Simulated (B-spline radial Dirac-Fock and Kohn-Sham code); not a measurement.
## Pb⁷⁺: eigenvalues, ΔSCF and the reference

System: the Pb⁷⁺ ion, [Xe] 4f14 5d7.

The density-functional columns are spherical, spin-unpolarised Dirac-Kohn-Sham results without Breit or QED terms: −ε is minus the orbital energy of the initial state and ΔSCF the difference of two total energies. The reference in the last column comes from Dirac-Fock ΔSCF + Breit + QED. All numbers are from an atomic code on a B-spline grid, in eV; a selection of levels is shown. For the 1s level of heavy atoms much of the gap between ΔSCF and the reference is the Breit and QED part, -494.0 eV here; for other levels the error of the functional can be larger.

| level | PBE −ε | PBE ΔSCF | LDA −ε | LDA ΔSCF | Dirac-Fock |
| --- | --- | --- | --- | --- | --- |
| 1s | 88019.3 | 88668.1 | 87950.8 | 88597.2 | 88113.4 |
| 2s | 15814.3 | 15937.9 | 15804.0 | 15927.9 | 15981.1 |
| 2p1/2 | 15197.9 | 15357.4 | 15193.0 | 15352.7 | 15313.1 |
| 2p3/2 | 13008.6 | 13140.8 | 13006.0 | 13138.4 | 13148.6 |
| 3s | 3872.5 | 3911.7 | 3869.8 | 3909.1 | 3970.8 |
| 3p1/2 | 3592.7 | 3634.8 | 3591.7 | 3633.9 | 3672.4 |
| 3p3/2 | 3104.2 | 3141.9 | 3103.8 | 3141.6 | 3184.4 |
| 3d5/2 | 2537.9 | 2581.2 | 2538.2 | 2581.6 | 2597.6 |
| 4s | 954.3 | 974.1 | 953.0 | 972.8 | 1011.4 |
| 4p1/2 | 832.8 | 852.6 | 832.3 | 852.1 | 881.9 |
| 4p3/2 | 713.2 | 731.9 | 712.5 | 731.2 | 761.6 |
| 4d5/2 | 492.4 | 510.7 | 492.4 | 510.7 | 528.0 |
| 4f5/2 | 235.5 | 253.5 | 236.0 | 254.0 | 252.8 |
| 4f7/2 | 230.5 | 248.3 | 231.0 | 248.8 | 248.0 |
| 5s | 241.5 | 253.1 | 241.8 | 253.5 | 261.3 |
| 5p1/2 | 199.3 | 210.5 | 199.8 | 211.0 | 214.1 |
| 5p3/2 | 175.9 | 186.4 | 176.1 | 186.6 | 190.5 |
| 5d | 113.1 | 122.3 | 113.4 | 122.6 | 121.1 |

Q: Order the estimates of the K (1s) level by their distance from the Dirac-Fock value, nearest first.
A. LDA −ε
B. PBE −ε
C. PBE ΔSCF
D. LDA ΔSCF

A: B (94.1 eV), A (162.7 eV), D (483.8 eV), C (554.7 eV).

An eigenvalue near the reference for a deep level is a cancellation of errors: it lacks relaxation, carries self-interaction and omits Breit and QED terms.

Values without a named source are computed, but for edge energies of neutral atoms, which are taken from tables.
